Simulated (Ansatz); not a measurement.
CH4F2O2Si, SMILES `O[SiH2]C(O)(F)F`. Total charge 0; spin multiplicity 1. The structure was optimised at the PBE0-D4/def2-TZVP level. It is one conformer, not always the lowest.

```xyz
10

O     1.047    0.842   -1.585
Si    1.023   -0.257   -0.373
C    -0.661   -0.177    0.560
O    -0.841    0.990    1.212
F    -1.690   -0.372   -0.338
F    -0.775   -1.228    1.433
H     0.368    0.785   -2.259
H     2.112    0.092    0.562
H     1.124   -1.656   -0.855
H    -1.707    0.981    1.643
```

**Question.** What is the dipole moment at r2SCAN/def2-TZVPP? (Estimate.)

**Answer.** Ansatz gave: 0.91 D, with components (-0.71, 0.30, -0.48) D in this frame, pointing from negative to positive charge.

**Question.** And with PBE, B3LYP, ωB97M-V? (An estimate is asked.)

**Answer.** Computed: PBE 0.92 D, B3LYP 0.84 D, ωB97M-V 0.85 D.

**Question.** Give the Mulliken charges with r2SCAN, B3LYP, PBE in def2-TZVPP. (Estimate.)

**Answer.** The calculation gave: 
| atom | r2SCAN | B3LYP | PBE |
| --- | --- | --- | --- |
| O1 | -0.41 | -0.39 | -0.35 |
| Si2 | 0.51 | 0.48 | 0.40 |
| C3 | 0.35 | 0.37 | 0.27 |
| O4 | -0.30 | -0.28 | -0.24 |
| F5 | -0.22 | -0.23 | -0.18 |
| F6 | -0.20 | -0.21 | -0.16 |
| H7 | 0.21 | 0.19 | 0.19 |
| H8 | -0.06 | -0.06 | -0.05 |
| H9 | -0.08 | -0.08 | -0.07 |
| H10 | 0.20 | 0.19 | 0.19 |

B3LYP here is the variant with VWN-RPA as its local correlation; programs differ in this.
